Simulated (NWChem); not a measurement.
CH₅BClNO; SMILES COB(N)Cl

```xyz
10

B      0.1857    -0.0939     0.0000
Cl    -0.3858    -1.7806     0.0000
O     -0.7692     0.8693     0.0000
C     -0.4357     2.2280     0.0000
H      0.1463     2.5092    -0.8967
H     -1.3645     2.8159     0.0000
H      0.1463     2.5092     0.8967
N      1.5664     0.1530     0.0000
H      2.2401    -0.5990     0.0000
H      1.9722     1.0782     0.0000
```
Atoms are numbered in this order, from 1.

Geometry: optimised at PBE0/def2-SVP.

### Question
Give the principal values of the shielding tensors (ppm) of B1, Cl2, O3, C4, N8 from BHandHLYP/pcSseg-1, GIAO (NWChem), with their diamagnetic and paramagnetic parts as GIAO splits them.

### Answer
```tsv
atom	σ11	σ22	σ33	isotropic	diamagnetic	paramagnetic
B1	55.8	84.0	86.5	75.4	194.6	-119.1
Cl2	779.7	891.2	1053.9	908.3	1149.0	-240.8
O3	137.2	280.9	347.4	255.2	394.2	-139.0
C4	108.2	109.9	181.5	133.2	245.3	-112.1
N8	150.4	208.2	236.7	198.5	318.8	-120.4
```
